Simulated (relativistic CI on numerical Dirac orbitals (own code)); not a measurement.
# Ru17+: what numerical and physical settings do to a radial Dirac CI calculation

Reference input:

```
atom Ru  Z=44  charge=17  electrons=27
nucleus A=102  rms_radius_fm=4.4809
hamiltonian dirac-coulomb  breit=on  qed=on  c_scale=1
orbitals kli  potential=per-configuration
slater_scale 1
correlation none
mixing on
grid step=0.0125 r_max=8.3
scf mixing=0.4 start=green max_iterations=150 tolerance=2e-08 node_fill=0.05
configurations
  [Ar] 3d9
  [Ne] 3s2 3p5 3d10
  [Ne] 3s 3p6 3d10
  [Ar] 3d8 4s
  [Ar] 3d8 4p
end
```

Computed lowest total energy -4405.89124 Ha, first excitation 35281.0 cm⁻¹, 52 SCF steps. Runs with settings changed; * marks those that are bad on purpose:

| Changed | Outcome | Lowest level | ΔE (Ha) | First excitation (cm⁻¹) | SCF steps | Message |
| --- | --- | --- | --- | --- | --- | --- |
| grid step 0.02, QED terms off, node fill of the KLI weights 0.5 | converged | 3s2 3p6 3d9 2D_5/2 | -1.88 | 35483.9 | 54 |  |
| SCF tolerance 1e-05, Breit term off | converged | 3s2 3p6 3d9 2D_5/2 | -2.8 | 36624.7 | 40 |  |
| SCF mixing 0.05, Slater scale 0.5 | converged | 3s2 3p6 3d9 2D_5/2 | 0.00043 | 35140.5 | 60 |  |
| SCF tolerance 1e-10, grid step 0.03, node fill of the KLI weights 0.5 | converged | 3s2 3p6 3d9 2D_5/2 | 0.0132 | 35591.8 | 60 |  |
| grid step 0.3 * | not converged |  |  |  | 41 | SCF of 1s2 2s2 2p6 3s2 3p6 3d9 stopped: an orbital could not be found |
| iteration limit 4 * | not converged |  |  |  | 4 | SCF of 1s2 2s2 2p6 3s2 3p6 3d9 did not converge |
